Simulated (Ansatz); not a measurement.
Reaction (ligand exchange at a Ge–N bond): `F[SiH](Cl)[NH][GeH3]` + `N[SiH](O)F` → `O[SiH](F)[NH][GeH3]` + `N[SiH](F)Cl`

Computed with Ansatz on PBE0-D4/def2-TZVP structures; ΔE is electronic, products minus reactants. CBS: MP2 limit from def2 TZ/QZ plus the TZ coupled-cluster correction, frozen cores. This one scheme is used for every species. Functionals use def2-TZVPP. B3LYP here is the variant with VWN-RPA as its local correlation; programs differ in this. For Ge outer-core shells are correlated without core-valence functions, which leaves a few kJ/mol of doubt a bond. Scalar relativity is left out up to krypton. One conformer a species, not always the lowest.

(1) Is it downhill or uphill in electronic energy at CCSD(T)/CBS, and by how much? (An estimate is asked.)

(2) What do these levels give: PBE0-D4, B3LYP-D4, ωB97M-V, B3LYP, MP2/def2-QZVPP, MP2/CBS(def2)? (An estimate is asked.)

Largest T1 diagnostic among the species: 0.012.

Answers

(1) Ansatz gave: Uphill: ΔE = +0.7 kcal/mol.

(2) Ansatz gave: PBE0-D4 0.6, B3LYP-D4 0.5, ωB97M-V 0.5, B3LYP 0.7, MP2/def2-QZVPP 0.8, MP2/CBS(def2) 0.8 kcal/mol.
